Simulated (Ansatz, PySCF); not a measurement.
Species: C2H5Cl2Si (charge 0, doublet). It need not be the lowest isomer of its formula. 
Coordinates optimised at B3LYP-D3(BJ)/def2-TZVP (Ansatz, a quantum-chemistry and plane-wave program):
SMILES: [CH2][Si](C)(Cl)Cl
```xyz
10

C      1.4596    -1.4565     0.0710
Si    -0.0012    -0.3607     0.0408
C     -1.6087    -1.2585     0.2447
Cl     0.1901     1.0470     1.5463
Cl    -0.0206     0.6751    -1.7513
H      1.3757    -2.5299     0.1974
H      2.4686    -1.0772    -0.0362
H     -2.4438    -0.5582     0.2191
H     -1.6283    -1.7859     1.2003
H     -1.7408    -1.9844    -0.5599
```
Charge 0, spin multiplicity 2.

Total electronic energies in hartree. Cores are frozen in the correlated levels unless marked. Open shells are spin-unrestricted. No spin-orbit coupling. Non-relativistic. Basis-set limits of correlation are two-point, X^-3; Hartree-Fock from the larger set. [CCSD(T)-MP2]/basis is that difference in the basis named.

| level | program | energy (Eh) |
|---|---|---|
| HF/STO-3G | Ansatz | -1272.58779 |
| BLYP-D4/def2-TZVPD | Ansatz + dftd4 | -1289.21757 |
| PBE0-D4/def2-TZVP | Ansatz + dftd4 | -1288.74188 |
| TPSSh-D3(BJ)/def2-TZVPD | PySCF + dftd3 | -1289.32450 |
| r2SCANh/def2-TZVPD | Ansatz | -1289.11990 |
| CAM-B3LYP/def2-TZVPD | PySCF | -1289.24139 |
| LC-wPBE-D4/def2-TZVPD | Ansatz + dftd4 | -1288.87774 |
| LC-wPBE/def2-TZVPD | Ansatz | -1288.86579 |
| wB97M-V/def2-TZVPD | Ansatz | -1289.14656 |
| B2GP-PLYP-D3(BJ)/def2-TZVPD | Ansatz + dftd3 | -1288.65497 |
| B2GP-PLYP/def2-TZVPD | Ansatz | -1288.64588 |
| B2PLYP-D3(BJ)/def2-TZVPD | Ansatz + dftd3 | -1288.80420 |
| RPA@PBE/cc-pV(T+d)Z | Ansatz | -1288.09077 |
| MP2/cc-pV(D+d)Z | Ansatz | -1287.31594 |
| MP2/cc-pV(T+d)Z | Ansatz | -1287.57485 |
| RI-MP2/cc-pV(T+d)Z | Ansatz | -1287.57456 |
| SCS-MP2/6-31G | Ansatz | -1286.77296 |
| SCS-MP2/cc-pV(D+d)Z | Ansatz | -1287.30531 |
| CCSD/6-31G | Ansatz | -1286.81471 |
| CCSD/6-31G* | Ansatz | -1287.24661 |
| CCSD(T)/STO-3G | Ansatz | -1272.76100 |
| CCSD(T)/cc-pV(T+d)Z | Ansatz | -1287.67593 |
| RI-MP2/CBS(cc-pV(T+d)Z,cc-pV(Q+d)Z)+[CCSD(T)-MP2]/cc-pV(T+d)Z | Ansatz | -1287.8116 |

Totals of different functionals don't rank their quality; only differences between species are comparable.
